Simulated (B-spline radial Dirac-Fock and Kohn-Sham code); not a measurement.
Kohn-Sham estimates against Dirac-Fock for the levels of Co⁴⁺

System: cobalt as Co⁴⁺, [Ar] 3d5.

The density-functional columns are spherical, spin-unpolarised Dirac-Kohn-Sham results without Breit or QED terms: −ε is minus the orbital energy of the initial state and ΔSCF the difference of two total energies. The reference in the last column comes from relaxed Dirac-Fock hole states (ΔSCF) with Breit and QED corrections and a finite nucleus. All numbers are from a B-spline atomic structure program, in eV; a selection of levels is shown. The Kohn-Sham columns are given as differences from the reference. For the 1s level of heavy atoms much of the gap between ΔSCF and the reference is the Breit and QED part, -12.9 eV here; for other levels the error of the functional can be larger.

| level | PBE −ε − DF | PBE ΔSCF − DF | LDA −ε − DF | LDA ΔSCF − DF | Dirac-Fock |
| --- | --- | --- | --- | --- | --- |
| K | -137.8 | +29.2 | -154.1 | +12.3 | 7791.6 |
| L1 | -50.9 | -20.9 | -52.7 | -22.6 | 1013.0 |
| L2 | -35.9 | -0.3 | -36.3 | -0.8 | 878.8 |
| L3 | -36.2 | -1.2 | -36.6 | -1.6 | 864.3 |
| M1 | -20.8 | -8.4 | -21.3 | -8.9 | 183.4 |
| M2 | -14.0 | -1.8 | -14.0 | -1.9 | 140.6 |
| M3 | -14.0 | -1.9 | -14.1 | -2.0 | 138.7 |
| M4,5 | -9.5 | +1.9 | -9.2 | +2.2 | 75.43 |

Values without a named source are computed, but for edge energies of neutral atoms, which are taken from tables.
